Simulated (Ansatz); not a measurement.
Reactions of H₉InO₃Si₃ (`[SiH3][O][In]([O][SiH3])[O][SiH3]`).

Computed with Ansatz on PBE0-D4/def2-TZVP structures; ΔE is electronic, products minus reactants. CCSD(T)/CBS is the MP2 limit (def2-TZVPP, def2-QZVPP) plus CCSD(T) − MP2 in def2-TZVPP, frozen cores. This one scheme is used for every species, atoms too. DFT in def2-TZVPP. Open shells (•) are unrestricted, without spin–orbit coupling. Spin–orbit coupling would lower the free atoms: a little for O, Si; strongly for In. def2 core potentials past Kr. Bonds to In are less sure, by a few kJ/mol each and by 10 to 20 or more in all where they break to atoms, as the def2 sets lack core-valence functions. One conformer a species, not always the lowest.

```json
{"reaction": "`[SiH3][O][In]([O][SiH3])[O][SiH3]` + `CO[SiH2]S` → `[SiH3][O][In]([SH])[O][SiH3]` + `CO[SiH2]O[SiH3]`", "PBE0-D4 (kJ/mol)": "-124"}
{"reaction": "`[SiH3][O][In]([O][SiH3])[O][SiH3]` → 9 H• + In• + 3 O• + 3 Si•", "PBE0-D4 (kJ/mol)": "5109"}
{"reaction": "`[SiH3][O][In]([O][SiH3])[O][SiH3]` + H₂S → `[SiH3][O][In]([SH])[O][SiH3]` + `O[SiH3]`", "PBE0-D4 (kJ/mol)": "-66"}
{"reaction": "`[SiH3][O][In]([O][SiH3])[O][SiH3]` + H₂ → `[SiH3][O][InH][O][SiH3]` + `O[SiH3]`", "PBE0-D4 (kJ/mol)": "-10"}
{"reaction": "`[SiH3][O][In]([O][SiH3])[O][SiH3]` + H–F → `[F][In]([O][SiH3])[O][SiH3]` + `O[SiH3]`", "PBE0-D4 (kJ/mol)": "-10"}
{"reaction": "`[SiH3][O][In]([O][SiH3])[O][SiH3]` + HCl → `[SiH3][O][In]([Cl])[O][SiH3]` + `O[SiH3]`", "PBE0-D4 (kJ/mol)": "-78"}
```

(1) Give the CCSD(T)/CBS values in the same order. (Best estimate.)

Largest T1 diagnostic: 0.016, for `[F][In]([O][SiH3])[O][SiH3]`.

## Answers

(1) Computed: -123, 5283, -54, 8, -2, -68 kJ/mol.
